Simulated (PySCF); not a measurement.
Species: C₆H₉O₂ (doublet state).
Geometry (GFN2-xTB, Å), atoms numbered from 1 in this order:
```
atom  x, y, z in Å
C1    -2.080    0.712    0.676
C2    -1.076    0.571   -0.469
C3     0.127   -0.232   -0.060
C4    -0.069   -1.700    0.154
C5     1.299    0.363    0.107
O6     2.447   -0.366    0.504
C7     3.583    0.217    0.628
O8     3.980    1.340    0.486
H9    -2.917    1.331    0.363
H10   -1.608    1.180    1.536
H11   -2.467   -0.257    0.977
H12   -1.563    0.077   -1.313
H13   -0.761    1.565   -0.791
H14   -0.738   -1.872    0.996
H15    0.878   -2.190    0.356
H16   -0.523   -2.147   -0.729
H17    1.481    1.417   -0.044
```

The hyperfine couplings belong to this conformer and change with its torsions.

Identity: `CC/C(C)=C/O[C]=O` [radical].

Method used: PySCF 2.14.0, UKS B3LYP, pcH-1 on C H O, non-relativistic, mean-field spin-orbit, GIAO. The structure is a single GFN2-xTB conformer in the gas phase; no vibrational or solvent corrections. A GFN2-xTB geometry isn't a minimum of the functional, and hyperfine couplings can be far from their values at a DFT geometry. Stability of the SCF solution: not tested.

(1) Match the computed a_iso(17O) values -269.2, -57.0 MHz with the sites O6; O8.

Answers

(1) 
```csv
site,a_iso (MHz),ρ(0) (bohr⁻³),position,distance from C7 (Å),spin population,largest |T| (MHz)
O6,-269.2,+0.4441,1 bond from C7,1.28,0.00,17.8
O8,-57.0,+0.0941,1 bond from C7,1.20,+0.22,99.4
```

ρ(0) is the spin density at the nucleus and T the dipolar tensor; entries for several nuclei are means. Largest spin populations (Mulliken): C7 (+0.71), O8 (+0.22) and C5 (+0.08).

Means are taken over nuclei equivalent by connectivity, which assumes that they swap fast.
